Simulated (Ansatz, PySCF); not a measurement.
C$_{3}$H$_{3}$N$_{2}$, doublet, geometry from GFN2-xTB. Base run: WB97X/STO-3G run with PySCF.

Here is a job for PySCF.
```python
from pyscf import gto, scf, dft

mol = gto.M(
    atom='''
C     0.27236014   -1.00195734    0.56516932
C     1.19099687   -0.19044326   -0.01759859
N     0.51940717    0.85249222   -0.56329251
C    -0.75970702    0.68408123   -0.32290162
N    -0.96357796   -0.45087572    0.37351811
H     2.25307636   -0.28200407   -0.07977545
H    -1.53106846    1.35703366   -0.63791490
H    -1.83471236   -0.83642890    0.69809648
''',
    basis='sto-3g',
    spin=1,
    verbose=4,
)

mf = dft.UKS(mol)
mf.xc = 'wb97x'
mf.kernel()
```

The same geometry, method and basis name were run in Ansatz (an electronic-structure program) and PySCF, at each program's defaults and at the settings that a row names. The base is PySCF at its defaults. Differences at the defaults can come from grids, fitting, cores and function types together.

| code and settings | ΔE vs base (mEh) | basis functions | E (Eh) | SCF cycles | dipole (D) |
|---|---|---|---|---|---|
| PySCF, defaults (exact integrals, its default grid, spherical functions) | 0.000 | 28 | -222.60008 | 15 | 3.31 |
| Ansatz, defaults (factorised integrals, its default grid, spherical functions) | 0.007 | 28 | -222.60007 | - | - |
| PySCF, density fitting with def2-universal-jkfit | -1.435 | 28 | -222.60151 | 15 | 3.31 |
| PySCF, fine grid | 0.006 | 28 | -222.60007 | 15 | 3.31 |
| Ansatz, high accuracy | 0.006 | 28 | -222.60007 | - | - |

Open shells are given as the SCF converged; they aren't shown to be the lowest states, and a large step between rows can be another state.
